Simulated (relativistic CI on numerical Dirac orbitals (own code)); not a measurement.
**Hyperfine structure of Re XXXIX, mass number 187**

Computed by Dirac-Coulomb-Breit CI, separate exchange-only KLI orbitals for each configuration, QED by a radiative potential, unscaled Slater integrals (own radial code, finite nucleus).

CI space (outside the closed core [Ar] 3d10): 4s2 4p6 4d, 4s2 4p6 4f, 4s2 4p5 4d2, 4s 4p6 4d2, 4s2 4p5 4d 4f, 4s 4p6 4d 4f, 4s2 4p6 5s, 4s2 4p6 5p, 4s2 4p6 5d, 4p6 4d3, 4p5 4d4, 4p5 4d3 4f, 4s 4p6 4f2, 4s 4p5 4f3, 4p6 4f3. Double excitations out of closed p, d and f shells are left out; levels of such configurations are missing from the list, as are those of other unlisted configurations, and high levels can miss mixing partners.

Nuclear spin I = 5/2, μ = 3.209 μN, Q = 1.94 b (tables of Stone and Pyykkö). The electronic factors are computed for point nuclear moments, without core polarisation or the Bohr-Weisskopf and QED corrections.

| Level | E (eV) | A (MHz) | B (MHz) |
| --- | --- | --- | --- |
| 4s2 4p6 4d 2D_3/2 | 0.000 | 37190 | 38800 |
| 4s2 4p6 4d 2D_5/2 | 20.548 | 14920 | 46700 |
| 4s2 4p5 4d2 4D°_1/2 | 156.194 | 6610 |  |
| 4s2 4p5 4d2 4G°_9/2 | 176.915 | 38730 | -207000 |
| 4s2 4p5 4d2 2H°_11/2 | 181.218 | 36850 | -161000 |

Levels with J = 0, under 50 % of one LS term, or S terms without an open s electron are left out. Small factors come from cancelling terms and can be off by tens of per cent or more.

At this charge energies of transitions that change n are usually good to better than 1 %, and those within a shell (Δn = 0) to a few per cent.

(1) Give the hyperfine levels of 4s2 4p6 4d 2D_3/2 relative to its centre of gravity.

## Answers

(1) With K = F(F + 1) − I(I + 1) − J(J + 1), E = AK/2 + B[¾K(K + 1) − I(I + 1)J(J + 1)]/[2I(2I − 1)J(2J − 1)]: F = 1: -168000, F = 2: -124700, F = 3: -30650, F = 4: 149200 MHz.

LS names give the leading component of a level, which can be under half, so a name can repeat, a term be missing and a line seem to break the LS rules.
